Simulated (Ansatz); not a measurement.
C2H2AlFO2 (`O=[C]1O[CH](F)[AlH]1`), 8 atoms. The species carries charge 0 and has multiplicity 1. All runs use 4 threads of a server CPU on a shared host. Correlated methods freeze the cores.

(1) Give the basis size and wall time and peak host memory of each of these runs in Ansatz. RHF-CCSD(T)/def2-SVP energy; RHF-MP2/def2-QZVPP energy; RKS ωB97M-V/def2-TZVPP energy and forces; RKS PBE0-D4/def2-TZVP relaxation (10 steps); RKS CAM-B3LYP-D4/def2-TZVPP energy; RKS PBE0-D4/def2-TZVP frequencies; RKS PBE0-D4/def2-SVP energy; direct RPA on PBE orbitals/def2-TZVPP energy; RKS ωB97M-V/def2-QZVPP energy; RHF-CCSD(T)/def2-TZVPP energy; RKS PBE0-D4/def2-QZVPP energy; RKS revPBE-D4/def2-TZVPP energy. (An estimate is asked.)

Answers

(1) The calculation gave: Other jobs shared the machine, so times are rough.

```json
{"level": "RKS PBE0-D4/def2-SVP", "job": "energy", "functions": "98", "wall time": "1.1 s", "peak host memory (GiB)": "0.21"}
{"level": "RKS revPBE-D4/def2-TZVPP", "job": "energy", "functions": "225", "wall time": "2 s", "peak host memory (GiB)": "0.28"}
{"level": "RKS CAM-B3LYP-D4/def2-TZVPP", "job": "energy", "functions": "225", "wall time": "3.5 s", "peak host memory (GiB)": "0.58"}
{"level": "direct RPA on PBE orbitals/def2-TZVPP", "job": "energy", "functions": "225", "wall time": "4 s", "peak host memory (GiB)": "0.53"}
{"level": "RHF-CCSD(T)/def2-SVP", "job": "energy", "functions": "98", "wall time": "5.5 s", "peak host memory (GiB)": "0.42"}
{"level": "RKS PBE0-D4/def2-QZVPP", "job": "energy", "functions": "415", "wall time": "6 s", "peak host memory (GiB)": "1.3"}
{"level": "RKS ωB97M-V/def2-TZVPP", "job": "energy and forces", "functions": "225", "wall time": "8.6 s", "peak host memory (GiB)": "0.74"}
{"level": "RKS ωB97M-V/def2-QZVPP", "job": "energy", "functions": "415", "wall time": "12 s", "peak host memory (GiB)": "1.6"}
{"level": "RHF-MP2/def2-QZVPP", "job": "energy", "functions": "415", "wall time": "15 s", "peak host memory (GiB)": "2.2"}
{"level": "RKS PBE0-D4/def2-TZVP", "job": "relaxation (10 steps)", "functions": "204", "wall time": "33 s", "peak host memory (GiB)": "0.51"}
{"level": "RHF-CCSD(T)/def2-TZVPP", "job": "energy", "functions": "225", "wall time": "90 s", "peak host memory (GiB)": "3.9"}
{"level": "RKS PBE0-D4/def2-TZVP", "job": "frequencies", "functions": "204", "wall time": "110 s", "peak host memory (GiB)": "0.52"}
```
